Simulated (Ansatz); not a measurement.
# Worked example: a bond strength in GeSiH3ClO (SMILES [SiH3][O][Ge][Cl])

GeSiH3ClO: 7 atoms, total charge 0, spin state singlet. SMILES: `[SiH3][O][Ge][Cl]`. The shape was relaxed beforehand at PBE0/def2-SVP. This is one conformer, not always the lowest.

```xyz
7

Si    0.1834    0.6730   -0.6157
O     0.4346   -0.9750   -0.4064
Ge    0.0793   -2.2394    0.7815
Cl   -0.9940   -0.9996    2.2819
H     0.7985    1.0507   -1.9196
H    -1.2764    0.9782   -0.6494
H     0.8360    1.4441    0.4820
```

Wanted: the dissociation energy of the H6–Si1 bond into doublet H and doublet GeSiH2ClO (shapes relaxed at PBE0/def2-SVP, no zero-point term). 1 Eh = 2625.50 kJ/mol = 27.2114 eV. Totals in Eh; open shells run unrestricted unless said.

| level | program | GeSiH3ClO | doublet H | doublet GeSiH2ClO |
| --- | --- | --- | --- | --- |
| HF/def2-SVP | Ansatz | -2899.957604 | -0.499278 | -2899.333610 |
| B3LYP/def2-SVP | Ansatz | -2903.351567 | -0.501259 | -2902.699472 |
| wB97M-V/def2-SVP | Ansatz | -2903.090228 | -0.491712 | -2902.441710 |

Problem. Work out the dissociation energy at each level.

Solution. 
1. HF/def2-SVP: (-0.499278) + (-2899.333610) − (-2899.957604) = 0.124716 Eh = 327.4 kJ/mol = 3.39 eV.
2. B3LYP/def2-SVP: (-0.501259) + (-2902.699472) − (-2903.351567) = 0.150836 Eh = 396.0 kJ/mol = 4.10 eV.
3. wB97M-V/def2-SVP: (-0.491712) + (-2902.441710) − (-2903.090228) = 0.156806 Eh = 411.7 kJ/mol = 4.27 eV.

The levels span 327 to 412 kJ/mol; no measured value is set beside them. Hartree–Fock lacks the correlation of the bonding electrons, so it comes out low. A bond enthalpy at 298 K also holds the loss of zero-point energy and thermal terms.
